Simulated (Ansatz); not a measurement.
The cluster TaO₂⁻. Charge -1, multiplicity 1. Geometry PBE-D4/def2-TZVPD; atoms count from 1.

```xyz
3

Ta   -0.4288    0.2169   -0.5063
O     0.2416    1.2028    0.7917
O     0.1872   -1.4196   -0.2855
```

In the def2 sets Ta takes a core potential; there is no spin–orbit coupling. The structure comes from a short search, and lower isomers may exist.

Estimate the Mulliken populations from the PBE0/def2-TZVPD orbitals of Ansatz.


| atom | charge (e) | d electrons |
| --- | --- | --- |
| Ta1 | -0.06 | 2.62 |
| O2 | -0.47 | – |
| O3 | -0.47 | – |
Mulliken values depend strongly on the basis. With diffuse functions, as here, like atoms can get unlike values, and bond orders can come out too low or too high.

And the Mayer bond orders between heavy atoms (over 0.3)?

Ta1–O2 1.44 (1.76 Å); Ta1–O3 1.44 (1.76 Å).
